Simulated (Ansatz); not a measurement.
Wavefunction ladder for Ge$_{2}$H$_{6}$O, SMILES `[GeH3][O][GeH3]`

```xyz
9

Ge    0.801   -0.821    1.103
O    -0.690   -0.401    0.239
Ge   -0.880    0.775   -1.075
H     1.830   -1.376    0.099
H     0.398   -1.884    2.132
H     1.362    0.439    1.790
H    -2.366    0.740   -1.451
H     0.007    0.356   -2.264
H    -0.462    2.171   -0.573
```

Total charge 0; spin multiplicity 1. Correlated methods include outer-core shells of Ge, which these sets cover unevenly. Scalar relativity is left out up to krypton. Geometry: relaxed with PBE0-D4/def2-TZVP. Frozen core, restricted reference, Ansatz 0.2.0.

```json
{"basis": "def2-SVP", "HF (Eh)": "-4228.52475", "MP2 corr.": "-0.65902"}
{"basis": "def2-TZVPP", "HF (Eh)": "-4229.15342", "MP2 corr.": "-0.76533"}
{"basis": "def2-QZVPP", "HF (Eh)": "-4229.24258", "MP2 corr.": "-1.31148"}
```

Problem. Estimate the CCSD correlation energy and the (T) correction in each basis where they were run (hartree).

Solution. 
| basis | CCSD corr. | (T) |
| --- | --- | --- |
| def2-SVP | -0.67975 | -0.01765 |
| def2-TZVPP | -0.78849 | -0.02711 |
